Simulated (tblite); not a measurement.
Compound: C7H16P2.
Atom-mapped SMILES: `[CH2:1]=[C:2]([PH:3][CH3:4])[P:5]([CH3:6])[CH2:7][CH2:8][CH3:9]` (hydrogens: H10, H11 on C1; H12 on P3; H13, H14, H15 on C4; H16, H17, H18 on C6; H19, H20 on C7; H21, H22 on C8; H23, H24, H25 on C9)

Structure used (GFN2-xTB), in Å, numbered top down from 1:
```
atom  x, y, z in Å
C1     2.102   -1.179    1.129
C2     1.458   -0.382    0.285
P3     1.982    1.349   -0.015
C4     3.800    1.105   -0.264
P5     0.009   -0.845   -0.735
C6    -0.592   -2.354    0.149
C7    -1.152    0.411    0.005
C8    -2.547    0.343   -0.607
C9    -3.445    1.443   -0.054
H10    2.966   -0.839    1.680
H11    1.804   -2.199    1.308
H12    1.654    1.303   -1.379
H13    4.293    1.024    0.704
H14    4.000    0.212   -0.854
H15    4.192    1.983   -0.775
H16   -1.560   -2.629   -0.265
H17    0.097   -3.176   -0.036
H18   -0.686   -2.179    1.220
H19   -1.197    0.265    1.089
H20   -0.718    1.399   -0.185
H21   -2.469    0.443   -1.692
H22   -2.996   -0.630   -0.396
H23   -3.529    1.358    1.027
H24   -3.035    2.424   -0.288
H25   -4.442    1.376   -0.484
```

Computed values, GFN2-xTB/tblite, gas phase, harmonic and unscaled. Errors from tens to a few hundred cm⁻¹ against measured bands are possible. Modes of hydrogen on phosphorus can be 10 to 20 % off. One conformer, not necessarily the lowest.

Harmonic wavenumbers (cm⁻¹): 35.4, 46.9, 68.8, 82.7, 100.6, 162.3, 185.9, 211.8, 217.3, 227.7, 240.1, 251.6, 288.5, 317.6, 358.0, 461.9, 560.6, 651.6, 704.5, 723.9, 738.8, 748.1, 750.6, 770.1, 829.2, 856.1, 867.5, 875.9, 887.7, 894.7, 950.1, 985.7, 1025.2, 1078.2, 1082.8, 1113.2, 1215.4, 1224.8, 1268.3, 1309.7, 1311.5, 1337.5, 1398.8, 1415.4, 1435.1, 1436.7, 1443.3, 1454.7, 1463.3, 1492.3, 1502.3, 1505.5, 1637.1, 2222.7, 2918.4, 2928.9, 2961.5, 2975.8, 2986.0, 2997.7, 3002.3, 3005.0, 3009.2, 3013.1, 3027.7, 3032.8, 3037.1, 3070.8, 3098.4.

A = 1684, B = 650.9, C = 514.4 MHz; mass 162.073 u (most abundant isotopes); point group C1, symmetry number 1.

Q: What is the zero-point energy?

A: ½Σν̃ = 45745 cm⁻¹ = 130.79 kcal/mol.

Q: What is S at 350 K and 1 bar for an ideal gas of classical rigid rotors and harmonic oscillators?

A: Translation 41.98, rotation 31.20, vibration 52.41: S = 125.6 cal/(mol K).

Q: And Cp and H(350 K) − H(0)?

A: Cp = 57.13 cal/(mol K), of which vibrations give 49.18 (their classical limit is 69 R = 137.1); H(350 K) − H(0) = 11.96 kcal/mol without the zero-point energy, 9.18 from vibrations.

Q: Which modes carry the vibrational entropy at 350 K?

A: 35.4 cm⁻¹: 5.82; 46.9 cm⁻¹: 5.26; 68.8 cm⁻¹: 4.50; 82.7 cm⁻¹: 4.14; 100.6 cm⁻¹: 3.76; 162.3 cm⁻¹: 2.83 cal/(mol K); the other 63 give 26.11 together.

Q: Blend soft modes into free rotors: weight 1/[1 + (100 cm⁻¹/ν̃)⁴] for the oscillator and the rest for a rotor with moment μB/(μ + B), μ = h/(8π²ν), B = 10⁻⁴⁴ kg m². What vibrational entropy results?

A: 47.28 cal/(mol K) in place of 52.41, which changes −T·S at 350 K by +1.80 kcal/mol.

Q: How do the functions run with temperature in this model?

A: 
```csv
T (K),S (cal/(mol K)),Cp (cal/(mol K)),H − H(0) (kcal/mol),G − H(0) (kcal/mol),ln q(vib)
150,89.5,31.9,3.08,-10.34,5.25
250,108.6,44.3,6.88,-20.28,9.33
298.15,117.0,50.5,9.17,-25.71,11.21
400,133.6,63.2,14.97,-38.48,15.05
600,163.2,82.9,29.69,-68.23,22.24
900,200.8,102.5,57.72,-123.01,32.17
```

q(vib) and H(0) count from the zero-point level.

Hindered rotation and anharmonicity are outside this model. Other conformers, if any are populated, would add a mixing term that is left out. The structure is chiral; the term R ln 2 for an equal mix with its mirror image is left out.

Hardware: an x86-64 server with one thread, shared host. The figure is for the frequency step alone.
